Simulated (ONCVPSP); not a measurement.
**Which change was made? (O, ONCV)**

| Item | Value |
| --- | --- |
| Element | O (Z = 8) |
| Generator | ONCVPSP 4.0.1 |
| Type | optimised norm-conserving Vanderbilt (ONCV) |
| Functional | PBEsol |
| Relativity | scalar-relativistic |
| Frozen core | [He] |
| Valence charge | 6 |
| Reference configuration | 2s1 2p5 |
| Partial waves | 2s: rc 0.95 bohr, ncon 5, nbas 8, qcut 5.9 1/bohr, local; 2p: rc 1.95 bohr, ncon 3, nbas 7, qcut 5.9 1/bohr, 2 projectors, debl 0.8 Ha; d scattering state at 0.37 Ha: rc 2.05 bohr, ncon 4, nbas 8, qcut 4.4 1/bohr, 2 projectors, debl 1.9 Ha |
| Local potential | the s channel |
| Core correction | Teter function, fcfact 2.5, rcfact 1.7 |

Cutoffs, loose and tight: the cutoffs (Ha) at which the residual kinetic energy of the hardest occupied pseudo-wave falls to 1 and 0.1 mHa per electron. They do not see the model core or the augmentation charge, which bear on the density cutoff. Test errors are all-electron minus pseudo excitation energies from the reference, over the configurations 2s2 2p4; 2s2 2p3; 2s2 2p2; 2s2 2p0; variants that change the core or the reference have their own tests.

The base gives: outcome: generated; cutoff, loose: 144 Ha; cutoff, tight: 179 Ha; bound ghosts: none; GHOST(+) flags above zero: none; largest test error (meV): +11048.

(1) After one change the result is: outcome: generated; cutoff, loose: 73 Ha; cutoff, tight: 163 Ha; bound ghosts: none; GHOST(+) flags above zero: none; largest test error (meV): +7184. Which change was it?
A. s: qcut 7.7; p: qcut 7.7; d: qcut 5.7
B. s: qcut 8.4; p: qcut 8.4; d: qcut 6.3
C. s: qcut 4.7; p: qcut 4.7; d: qcut 3.5

## Answers

(1) A. The others give: s: qcut 4.7; p: qcut 4.7; d: qcut 3.5 → outcome: generated; cutoff, loose: 152 Ha; cutoff, tight: 184 Ha; bound ghosts: none; GHOST(+) flags above zero: none; largest test error (meV): +14912 | s: qcut 8.4; p: qcut 8.4; d: qcut 6.3 → outcome: generated; cutoff, loose: 42 Ha; cutoff, tight: 152 Ha; bound ghosts: none; GHOST(+) flags above zero: none; largest test error (meV): +6041.
